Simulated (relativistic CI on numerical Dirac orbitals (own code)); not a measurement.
**I+: calculation against measurement**

Computed by Dirac-Coulomb-Breit CI, orbitals from a KLI potential per configuration, model QED (radiative potential, 1s self-energy scaled to tabulated hydrogen-like ionisation energies), valence Slater integrals scaled by 0.85, configuration energies shifted to the measured levels that pair with them (semi-empirical) (own radial code, finite nucleus).

CI space (outside the closed core [Kr] 4d10): 5s2.5p4, 5s2.5p3.6s, 5s.5p5, 5s2.5p3.5d, 5s2.5p3.6p, 5s2.5p2.5d2, 5p6, 5s.5p4.5d, 5s2.5p3.7s, 5s2.5p3.6d, 5s2.5p3.4f, 5s2.5p3.7p, 5s2.5p3.7d, 5s2.5p3.5f, 5s2.5p3.5g, 5s2.5p3.6f, 5s2.5p3.7f. Levels of other configurations are missing.

| Configuration | Term (tabulated) | J | Measured (cm⁻¹) | Computed | Error | Purity (%) |
| --- | --- | --- | --- | --- | --- | --- |
| 5s2.5p4 | 3P | 2 | 0.0 | 0 | 0 | 89 |
| 5s2.5p4 | 3P | 0 | 6447.9 | 6127 | -320 | 81 |
| 5s2.5p4 | 3P | 1 | 7087.0 | 6891 | -196 | 98 |
| 5s2.5p4 | 1D | 2 | 13727.2 | 14210 | 483 | 89 |
| 5s2.5p4 | 1S | 0 | 29501.3 | 27856 | -1645 | 80 |
| 5s2.5p3.6s | 5S° | 2 | 81032.7 | 80036 | -996 | 82 |
| 5s2.5p3.5d | 5D° | 0 | 85384.1 | 85383 | -1 | 85 |
| 5s2.5p3.5d | 5D° | 3 | 85728.0 | 85735 | 7 | 89 |
| 5s2.5p3.5d | 5D° † | 4 | 86036.3 | 85871 | -166 | 92 |
| 5s2.5p3.5d | 5D° † | 2 | 86164.9 | 86285 | 120 | 82 |
| 5s2.5p3.6s | 3D° | 3 | 96650.6 | 97400 | 750 | 89 |
| 5s2.5p3.6p | 5P | 1 | 99219.6 | 99131 | -88 | 87 |
| 5s2.5p3.6p | 5P | 2 | 99327.1 | 99285 | -42 | 81 |
| 5s2.5p3.6p | 5P | 3 | 100402.7 | 100173 | -230 | 91 |
| 5s2.5p3.6p | 3P | 1 | 101644.2 | 101832 | 188 | 82 |
| 5s2.5p3.6p | 3P | 2 | 102613.5 | 102614 | 0 | 81 |
| 5s2.5p3.6p | 3P | 0 | 103004.0 | 102959 | -45 | 97 |
| 5s2.5p3.6p | 3F | 2 | 111298.1 | 112788 | 1490 | 59 |
| 5s2.5p3.6p | 3F | 3 | 112419.0 | 113843 | 1424 | 57 |
| 5s2.5p3.6p | 3F | 4 | 115353.9 | 116843 | 1489 | 99 |

Measured levels from NIST Handbook of Basic Atomic Spectroscopic Data (Sansonetti and Martin, J. Phys. Chem. Ref. Data 34, 1559 (2005)); pairs were made by configuration, J and term (by order where the table uses no LS term), so strongly mixed levels may be paired wrongly.

Mean error by configuration (cm⁻¹): 5s2.5p4 -420; 5s2.5p3.6s -123; 5s2.5p3.5d 3; 5s2.5p3.6p 465. Over the excited levels the mean absolute error is 553 cm⁻¹ (19 of the 27 excited levels that our extract of the source holds in range could be paired, and the others can miss by more), and the median relative error of those above 1,000 cm⁻¹ is 0.78 %, both after the shifts were fitted to these levels, so that a configuration with one level shows no error. † marks terms whose computed intervals miss the measured ones by more than a factor of 2.5, or configurations far off the rest, from wrong mixing, a near crossing or a doubtful label or measurement; they are left out of the means.

Configurations whose levels could be paired with our table of measured levels were shifted onto them, all but the ground configuration, by the median error of their levels; single terms can still be off by 1,000 to 2,000 cm⁻¹ or more, and rates follow the energies as ν³ (E1, M1) or ν⁵ (E2). The others borrow a shift and can be off by several thousand cm⁻¹ or more. The fine structure of a lone outer electron comes out too small, for d and f at times inverted, and misplaced configurations move strength between like terms. 19 of the 27 excited levels that our extract of the measured tables holds in this range could be paired (the sources list more); they are missed by 509 cm⁻¹ on average and 1645 at most, after the shifts were fitted to these levels, and levels without a partner can miss by more.

Shifts applied (cm⁻¹): 5s2.5p4 0; 5s2.5p3.6s -6552; 5s.5p5 -4915; 5s2.5p3.5d -4655; 5s2.5p3.6p -4631.
